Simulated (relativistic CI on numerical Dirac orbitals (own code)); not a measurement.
## Magnetism of Cr²⁺, 3d4, in a crystal field

Calculated by Dirac-Coulomb-Breit CI, orbitals from a KLI potential per configuration, a model potential for QED, one configuration in a parametric crystal field, unscaled Slater integrals (own radial code). With so little scaling, terms lie 10 to 35 % too far apart, which can change the order of excited levels.

Field parameters in Wybourne normalisation: D3d B²₀ = −7Dσ, B⁴₀ = −14Dq − 21Dτ, B⁴₃ = −14√(10/7) Dq; D4h B²₀ = −7Ds, B⁴₀ = 21(Dq − Dt), B⁴₄ = 21√(5/14) Dq; Oh B⁴₀ = 21Dq, B⁴₄ = √(5/14) B⁴₀; Td as Oh with Dq negative (B⁴₀ = 21Dq, B⁴₄ = √(5/14) B⁴₀). The field is a parameter set, without covalency.

S is read from ⟨S²⟩ = S(S + 1).

Powder χT (cm³ K mol⁻¹) by Van Vleck's formula, with temperature-independent terms:

```csv
Field,2 K,5 K,10 K,20 K,50 K,100 K,200 K,300 K
"D3d, 10Dq = 7550, Dσ = -780, Dτ = -10 cm⁻¹",1.8,2.06,2.28,2.49,2.74,2.85,2.91,2.95
"D4h, 10Dq = 11100, Ds = -510, Dt = -260 cm⁻¹",2.39,2.78,2.9,2.94,2.96,2.97,2.98,2.98
"D4h, 10Dq = 18050, Ds = 1930, Dt = -400 cm⁻¹",2.15,2.42,2.71,2.88,2.95,2.97,2.98,2.98
"D4h, 10Dq = 19300, Ds = 2700, Dt = 900 cm⁻¹",2.47,2.81,2.93,2.96,2.98,2.98,2.99,2.99
"D4h, 10Dq = 19800, Ds = 1050, Dt = -250 cm⁻¹",2.08,2.29,2.57,2.81,2.93,2.95,2.97,2.97
"D4h, 10Dq = 24600, Ds = -660, Dt = 340 cm⁻¹",0.134,0.336,0.638,0.932,1.07,1.11,1.14,1.2
"Oh, 10Dq = 21550 cm⁻¹",0.45,1.11,1.93,2.56,2.88,2.94,2.96,2.96
"Td, 10Dq = -7650 cm⁻¹",0.452,1.01,1.38,1.56,1.78,2.09,2.51,2.72
```

(1) For D4h, 10Dq = 19800, Ds = 1050, Dt = -250 cm⁻¹: what effective moment follows at 300 K?

Answers

(1) μ_eff = √(8χT) = 4.88 μB. The ground level has S = 1.99; the spin-only moment for S = 2 is 4.90 μB. The difference comes from the orbital moment, spin-orbit mixing of terms and temperature-independent paramagnetism, all larger in this ionic model than in covalent complexes.
